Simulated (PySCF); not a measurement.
PySCF input file for Zn(Et)(SH) (C₂H₆SZn), SMILES C[CH2][Zn][SH], KT2/pcSseg-1. The structure is a stationary point at PBE0-D3(BJ)/def2-SVP. The isomer is the one that the SMILES or the coordinates give; other isomers of the formula were not compared. Other conformers were not sampled.

```python
import numpy as np
from pyscf import gto, scf, dft
from pyscf.prop.nmr import rks as nmr

mol = gto.M(
    atom='''
    Zn    0.02369183   -0.02942160    0.19134737
    C     0.99955527   -1.50995045   -0.62184535
    C     0.90141571   -1.60167225   -2.14250762
    H     0.63185821   -2.44080100   -0.15512086
    H     2.05488939   -1.42221133   -0.30858773
    H     1.29410923   -0.70039013   -2.64004137
    H    -0.13813105   -1.72713782   -2.48538628
    H     1.47265436   -2.45854030   -2.53985637
    S    -1.09040807    1.61914715    1.11128750
    H     0.01456791    2.39511038    1.19408922
    ''',
    basis='pcSseg-1',
    charge=0,
    spin=0,
    max_memory=1600,
    verbose=3,
)
mf = dft.RKS(mol, xc='kt2')
mf.grids.level = 3
mf.conv_tol = 1e-10
mf.max_cycle = 100
mf.kernel()
n = nmr.NMR(mf)
n.verbose = 2
n.max_cycle_cphf = 60
sigma = n.kernel()
print('atom   isotropic/ppm   span/ppm')
for i, s in enumerate(sigma):
    w = np.linalg.eigvalsh((s + s.T) / 2)
    print(f'{mol.atom_symbol(i):2s}{i + 1:3d} {w.mean():14.3f} {w[2] - w[0]:11.3f}')
```

Log of the run:

```
converged SCF energy = -2269.49686987214
atom   isotropic/ppm   span/ppm
Zn  1       1535.676    1401.834
C   2        172.270      29.901
C   3        169.450      25.788
H   4         30.184      11.587
H   5         30.261      11.282
H   6         29.888      10.669
H   7         29.857      10.659
H   8         29.722      13.005
S   9        760.380     109.127
H  10         31.818      19.642
```

The run converged.
